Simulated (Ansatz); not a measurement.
Program: Ansatz. Geometries: PBE0-D4/def2-TZVP. ΔE: electronic, gas phase. CCSD(T)/CBS adds triple-zeta CCSD(T) − MP2 to the extrapolated MP2 energy (def2 sets, frozen cores). This one scheme is used for every species. Functionals use def2-TZVPP. def2 core potentials past Kr. For Mo outer-core shells are correlated without core-valence functions, which leaves a few kJ/mol of doubt a bond. One conformer a species, not always the lowest.

Consider the ligand exchange at a Mo–F bond: `[NH]=[Mo](=[NH])([F])[F]` + NH₃ → `[NH]=[Mo](=[NH])([NH2])[F]` + H–F.

`[NH]=[Mo](=[NH])([F])[F]`:

Z-matrix (Å, degrees):
```
Mo
N 1 1.714
F 1 1.856 2 108.3
N 1 1.714 2 108.5 3 117.4
F 1 1.856 2 108.3 3 -125.3
H 2 1.011 1 153.2 3 -117.3
H 4 1.011 1 153.2 2 0.0
```

NH₃:

Z-matrix (Å, degrees):
```
N
H 1 1.013
H 1 1.013 2 107.1
H 1 1.013 2 107.1 3 -114.5
```

`[NH]=[Mo](=[NH])([NH2])[F]`:

Cartesian coordinates in Å:
```
N -1.144 -0.262 1.268
Mo -0.439 0.068 -0.271
N 0.168 1.679 -0.369
N 1.080 -1.108 -0.449
F -1.715 -0.202 -1.613
H -1.443 -0.033 2.205
H 0.346 2.612 -0.025
H 1.956 -0.812 -0.851
H 1.191 -1.944 0.104
```

H–F:

```xyz
2

F     0.403    0.105    0.196
H    -0.403   -0.105   -0.196
```

```tsv
level	ΔE (kcal/mol)
PBE0-D4	11.6
MP2/def2-SVP	11.3
```

(1) What does CCSD(T)/CBS give? (Best estimate.)

(2) What do rigid-rotor, harmonic-oscillator terms from PBE0-D4/def2-TZVP frequencies (298.15 K, 1 bar) make of the CCSD(T)/CBS value? (An estimate is asked.)

Largest T1 diagnostic among the species: 0.022, so the coupled-cluster value is less sure than usual.

Answers

(1) Computed: +10.0 kcal/mol. The listed levels differ from it by 1.6, 1.3 kcal/mol.

(2) The calculation gave: ΔZPE = -1.0 kcal/mol, ΔH = +9.2 kcal/mol, ΔS = -2 J/(mol·K), ΔG = +9.4 kcal/mol.

From BLYP to BHLYP (50 % exact exchange), in def2-TZVPP and without D4, ΔE moves by −2.0 kcal/mol. The D4 term adds −1.7 kcal/mol with B3LYP and −0.9 kcal/mol with PBE0; it sums over pairs of atoms, weighted by their polarisabilities, and B3LYP, whose exchange is more repulsive, gets the larger term.

B3LYP here is the variant with VWN-RPA as its local correlation; programs differ in this.
